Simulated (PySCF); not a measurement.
Dipole response of Cr (chromium, neutral)

[Ar] 3d5 4s1, high-spin 7S determinant. All numbers are calculated (PySCF 2.14, the spin-free X2C one-electron Hamiltonian (Gaussian nucleus), in aug-cc-pVQZ-DK (9s8p6d4f3g2h, 140 functions)). Coupled (time-dependent) response in atomic units; α is the mean over directions.

```
method  mean α (bohr³)  C₆ (like pair)  S(−4)
  PBE0           74.61           628.3   4147
```

S(−4) is the Cauchy moment in α(ω) = α(0) + S(−4) ω² + …

Reference α: 83 ± 12 bohr³ (recommended; Schwerdtfeger and Nagle, table of static dipole polarizabilities (2023 update)). Published C₆: 602.0 (Chu and Dalgarno (2004); Tang, Norbeck and Certain (1976)).

α(iu) at PBE0:

```csv
u (hartree),α(iu) (bohr³)
0,74.61
0.0500,65.64
0.100,49.02
0.200,26.51
0.300,16.62
0.500,8.947
0.750,5.447
1.00,3.826
1.50,2.297
2.00,1.569
3.00,0.8823
5.00,0.4005
```
